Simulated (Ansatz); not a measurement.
Consider the formal exchange of groups at the Se–C bond: `CC([SeH])[TeH]` + `[SiH3][SiH3]` → `[SiH3][SiH2][SeH]` + `CC[TeH]`.

Computed with Ansatz on PBE0-D4/def2-TZVP structures; ΔE is electronic, products minus reactants. CBS: MP2 limit from def2 TZ/QZ plus the TZ coupled-cluster correction, frozen cores. Elements past krypton have def2 core potentials. For Se, Te outer-core shells are correlated without core-valence functions, which leaves a few kJ/mol of doubt a bond. Scalar relativity is left out up to krypton. One conformer a species, not always the lowest.

`CC([SeH])[TeH]`:

```xyz
10

C     0.698   -0.770   -0.150
C     0.109    0.602    0.082
Se   -1.275    0.632    1.464
Te   -0.748    1.468   -1.695
H    -0.073   -1.484   -0.444
H     1.457   -0.736   -0.935
H     1.167   -1.142    0.767
H     0.877    1.324    0.361
H    -0.466   -0.061    2.488
H    -1.745    0.165   -1.938
```

`[SiH3][SiH3]`:

Z-matrix (Å, degrees):
```
Si
Si 1 2.338
H 1 1.488 2 110.3
H 1 1.488 2 110.3 3 120.0
H 1 1.488 2 110.3 3 -120.0
H 2 1.488 1 110.3 3 59.9
H 2 1.488 1 110.3 3 179.9
H 2 1.488 1 110.3 3 -60.1
```

`[SiH3][SiH2][SeH]`:

Cartesian coordinates in Å:
```
Si -0.999 0.191 0.950
Si 0.622 -0.761 -0.438
Se 1.071 0.646 -2.184
H -1.270 -0.667 2.136
H -2.258 0.384 0.185
H -0.508 1.515 1.420
H 1.857 -1.092 0.323
H 0.123 -2.000 -1.091
H 1.361 1.783 -1.300
```

`CC[TeH]`:

Z-matrix (Å, degrees):
```
C
C 1 1.514
H 1 1.094 2 110.3
H 1 1.093 2 111.6 3 119.5
H 1 1.093 2 111.6 3 -119.6
Te 2 2.158 1 109.9 3 -180.0
H 2 1.089 1 111.7 3 -61.2
H 2 1.089 1 111.7 3 61.3
H 6 1.658 2 94.0 1 -179.8
```

```
            species  HF/CBS(def2) energy (Eh)
   `CC([SeH])[TeH]`               -2746.14288
     `[SiH3][SiH3]`                -581.38615
`[SiH3][SiH2][SeH]`               -2981.31820
          `CC[TeH]`                -346.25605
```

Task: Work out ΔE.

Result: ΔE = (-2981.31820) + (-346.25605) − (-2746.14288) − (-581.38615) = -0.04522 Eh = -118.7 kJ/mol. CCSD(T)/CBS gives -102.9 kJ/mol.

Largest T1 diagnostic among the species: 0.013.

The D4 term adds +5.2 kJ/mol with B3LYP and +2.6 kJ/mol with PBE0; it sums over pairs of atoms, weighted by their polarisabilities, and B3LYP, whose exchange is more repulsive, gets the larger term. Leaving LDA and LC-ωPBE aside and taking each functional with its dispersion term where it has one, the values, not all of them listed here, spread over 13.8 kJ/mol, from r2SCAN0-D4 to BLYP-D4. LDA lies +6.8 kJ/mol from PBE without D4. From r2SCAN to r2SCAN0 (25 % exact exchange), in def2-TZVPP and without D4, ΔE moves by −3.6 kJ/mol.

B3LYP here is the variant with VWN-RPA as its local correlation; programs differ in this.
